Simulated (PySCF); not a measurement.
Stationary points of IF₃

All numbers come from PBE0/[I def2-TZVP with ECP28, F def2-TZVP], scalar-relativistic core potentials, density fitting, no spin–orbit coupling, PySCF.

Relaxations began from a few typed shapes. The search is not exhaustive: other isomers or separated fragments can lie lower, and high-lying points may rest on an excited occupation.

Q: Which is the lowest minimum found?
A. singlet D3h: I–F 1.948 Å (×3); F–I–F 120.0° (×3)
B. singlet C2v: I–F 1.859 Å, I–F 1.934 Å (×2); F–I–F 83.7° (×2), F–I–F 167.4°
C. singlet Cs: I–F 1.859 Å, I–F 1.975 Å (×2); F–I–F 70.8°, F–I–F 94.8° (×2)

A: B. The others lie at 58.2 (singlet D3h, a saddle point), 250.1 (singlet Cs, a saddle point) kJ/mol above it.

Counting electrons, iodine keeps 4 of its valence electrons outside its bonds, so the VSEPR class is AX3E2 and the expected shape is T-shaped (C2v), as computed.
